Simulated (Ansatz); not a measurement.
Mulliken charges of BH₄OPSi, SMILES `B[SiH]1OP1` from PBE/def2-TZVPP in Ansatz (PBE0-D4/def2-TZVP geometry).

```csv
atom,x (Å),y (Å),z (Å),charge (e)
B1,-0.657,1.201,-0.301,-0.146
Si2,0.907,0.052,-0.159,0.303
O3,1.031,-0.915,1.217,-0.334
P4,0.152,-1.969,0.210,0.103
H5,-1.434,1.220,0.605,0.058
H6,-0.908,1.777,-1.316,0.038
H7,2.180,0.170,-0.906,-0.055
H8,-1.179,-1.593,0.595,0.033
```

Problem. By hand: the dipole of these point charges (1 e Å = 4.8032 D).

Solution. Σ q r = (-0.234, 0.020, -0.335) e Å, of length 0.409 e Å = 1.96 D.

Problem. How does the dipole of the full density compare? (Best estimate.)

Solution. The calculation gave: (-0.025, 0.091, -0.168) e Å, 0.93 D; the point charges give 2.11 times that, at 36° from its direction.

Point charges leave out the atoms' own dipoles, such as those of lone pairs, and Mulliken's split depends on the basis, so the two needn't agree.
